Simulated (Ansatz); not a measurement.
System: CHBr2, net charge 0, doublet state. It need not be the lowest isomer of its formula. 
Geometry from a B3LYP-D3(BJ)/def2-TZVP (Ansatz, a first-principles code) optimisation:
SMILES: [CH](Br)Br
```xyz
4

C      0.5750    -0.2201     0.5525
Br     0.5158     1.5375    -0.0688
Br    -0.6416    -1.4894    -0.0703
H      0.9513    -0.3645     1.5533
```
Charge 0, spin multiplicity 2.

Basis-set convergence of Hartree-Fock and MP2 correlation energies (hartree) with Ansatz. Valence correlation only, unless marked. UHF or UKS for open shells. Spin-orbit coupling is left out. The frozen core is the preceding noble-gas configuration, with the filled d and f shells of earlier blocks. Non-relativistic.

```csv
basis,functions,E(HF),"E(corr, MP2)"
cc-pVDZ,73,-5183.16665,-0.34571
cc-pVTZ,130,…,…
```

What belongs in the gaps?


- cc-pVTZ, E(HF): -5183.33428
- cc-pVTZ, E(corr, MP2): -0.46209
